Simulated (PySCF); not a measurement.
Gas-phase reaction: 4 InCH3 = 4 InH + C4H8 (cis-2-butene)

Energies from PySCF (xtb for GFN2), thermal terms from the rigid-rotor harmonic-oscillator model, ideal gas at 1 bar. S°(298 K) at PBE0/def2-TZVP differs from the NASA 1993 table for C4H8 (cis-2-butene) (-6 J/mol/K); whether the harmonic model or the table's entry is off was not settled. † marks an energy on the PBE0/def2-TZVP geometry and frequencies; other levels use their own. CCSD(T) freezes the core. All species are closed-shell singlets. B3LYP is the form with VWN-RPA correlation. In: scalar-relativistic def2 core potential, no spin-orbit coupling. InCH3, InH: computed as isolated molecules; such fragments, hydroxides, amides, oligomers or adducts are transient or little studied in the gas. CCSD(T) isn't extrapolated to the basis-set limit. The harmonic model lacks anharmonicity and excited electronic states, which grow with temperature; levels with a mode under 35 cm⁻¹ are left out. Internal rotation in C4H8 (cis-2-butene) is treated as a harmonic vibration of one conformer, which makes the entropy rough.

```tsv
level	ΔE electronic, kJ	ΔH°(298 K), kJ	ΔS°(298 K), J/K	ΔG°(800 K), kJ
B3LYP/def2-TZVP†	178	150	89	80
BLYP/def2-TZVP†	176	148	89	78
CCSD(T)/def2-SVP†	152	124	89	54
GFN2-xTB	-82	-110	88	-181
PBE/def2-SVP	167	139	85	72
PBE/def2-TZVP†	199	172	89	101
PBE0/def2-QZVP†	205	178	89	108
PBE0/def2-TZVP	198	170	89	100
LDA/def2-TZVP†	211	184	89	113
ωB97M-V/def2-TZVP†	191	164	89	93
ωB97X-V/def2-TZVP†	190	163	89	92
```
ΔH° is lowest at GFN2-xTB and highest at LDA/def2-TZVP†. No reference value is set beside these.
